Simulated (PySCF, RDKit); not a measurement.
Constitutional and geometric isomers with formula C2H6OSi. Isolated molecules, 0 K electronic values unless said otherwise. One relaxed conformer stands for each flexible species; it need not be the lowest. Strings in code marks are SMILES.

Quantity: electronic energy of isomers of C2H6OSi relative to `C[Si](C)=O`, in eV. Force-field values (RDKit) are differences of steric energies, which aren't made for comparing isomers with other bonds.

Level 1: B3LYP-D3(BJ)/def2-TZVP (PySCF)
Level 2: B3LYP/3-21G // B3LYP-D3(BJ)/def2-TZVP (PySCF)
Level 3: B3LYP/6-31G* // B3LYP-D3(BJ)/def2-TZVP (PySCF)
Level 4: UFF, relaxed from the DFT geometry (RDKit)

```
species                              level 1  level 2  level 3  level 4
-----------------------------------  -------  -------  -------  -------
`C=[Si](C)O` (C–Si–O–H torsion 0°)      0.64     0.78     0.89   -0.008
`O=CC[SiH3]` (O–C–C–Si torsion 97°)     1.37     1.40     1.13   -0.011
`C1C[SiH2]O1`                           0.84     0.91     0.67     2.38
```
